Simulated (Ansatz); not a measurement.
Relaxation of GeH$_{4}$N (6 atoms, charge 0, multiplicity 2), to a largest force component of 0.015 eV/Å in at most 40 steps.

Theory: UKS PBE-D4/def2-SVP in Ansatz.

```xyz
6
Properties=species:S:1:pos:R:3:forces:R:3
N -0.227 -1.086 -0.047 -3.29 1.78 0.09
Ge -0.453 0.812 -0.098 0.08 -0.35 -0.12
H 0.700 -1.250 -0.249 3.25 -0.96 -0.71
H -0.405 -1.331 0.917 0.12 -0.48 0.78
H -0.953 1.302 1.302 -0.13 -0.04 0.05
H -1.523 1.162 -1.177 -0.02 0.06 -0.08
```

Q: Where does it end, and by what steps?

A: The run converged. After 8 steps the energy has fallen by 0.351 eV; H3 moved furthest, 0.61 Å.

```csv
step,energy less start (eV),largest force component (eV/Å),accepted
0,0.0000,3.294,yes
1,-0.2148,0.615,yes
2,-0.2041,0.876,no
3,-0.2696,0.586,yes
4,-0.3089,0.370,yes
5,-0.3426,0.202,yes
6,-0.3509,0.045,yes
7,-0.3478,0.133,no
8,-0.3513,0.002,yes
```

```xyz
6
Properties=species:S:1:pos:R:3
N -0.262 -0.963 0.169
Ge -0.416 0.894 0.064
H 0.233 -1.408 -0.613
H 0.127 -1.323 1.048
H -1.356 1.270 1.265
H -1.187 1.139 -1.283
```

Whether the end is a true minimum wasn't checked by a vibrational analysis.

Run time: 22 s on 1 CPU thread of a shared host.
